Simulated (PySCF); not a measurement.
Method: M06-2X/def2-TZVP (PySCF 2.14.0). Gas-phase values, no solvent. Delta-SCF ions had no search for a lower state. 

Reference species (SMILES): `B` (neutral, multiplicity 1).

The vertical ionisation energy (Delta-SCF) comes out as 13.21 eV and the HOMO is -11.26 eV.

Changed species: `BOC` (X = methoxy; the reference has X = H).

**Question.** Give the shifts of the vertical ionisation energy (Delta-SCF) and HOMO.

**Answer.** the vertical ionisation energy (Delta-SCF) drops by 1.80 eV, to 11.41 eV; the HOMO rises by 1.24 eV, to -10.02 eV.
